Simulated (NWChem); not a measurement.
Molecule: BSiH4O2F; SMILES OB(O)[SiH2]F

```xyz
9

Si    -0.6395     0.9465     0.0000
F      0.8132     1.7634     0.0000
B      0.0344    -0.9811     0.0000
O     -0.6723    -2.1520     0.0000
O      1.3975    -1.0823     0.0000
H     -1.4154     1.3859    -1.2148
H     -1.4154     1.3859     1.2148
H     -1.6342    -2.0189     0.0000
H      1.8056    -0.1939     0.0000
```
Atoms are numbered in this order, from 1.

Level: PBE-D3(BJ)/def2-SVP (NWChem), optimised geometry, unscaled harmonic frequencies. 

### Question
List the harmonic frequencies with IR intensities, and the thermochemistry.

### Answer
```tsv
frequency (cm⁻¹)	IR intensity (km/mol)
74	0.2
129	9.8
300	4.9
318	41.4
378	6.1
485	43.4
575	1.3
611	14.2
637	78.8
694	26.9
788	30.6
860	238.2
921	106.1
959	182.5
1029	107.4
1252	247.0
1416	174.7
2149	81.8
2154	130.1
3684	103.9
3788	81.2
```

```json
{
  "zero_point_energy": "33.2 kcal/mol",
  "thermal correction to the enthalpy at 298.15 K (with zero-point energy)": "37.9 kcal/mol",
  "heat capacity Cv": "22.6 cal/(mol K)",
  "entropy at 298.15 K and 1 atm (symmetry number 1)": "80.1 cal/(mol K)",
  "dipole_moment": "2.11 D"
}
```

Rigid rotor and harmonic oscillator; modes under 100 cm⁻¹ make the entropy uncertain.
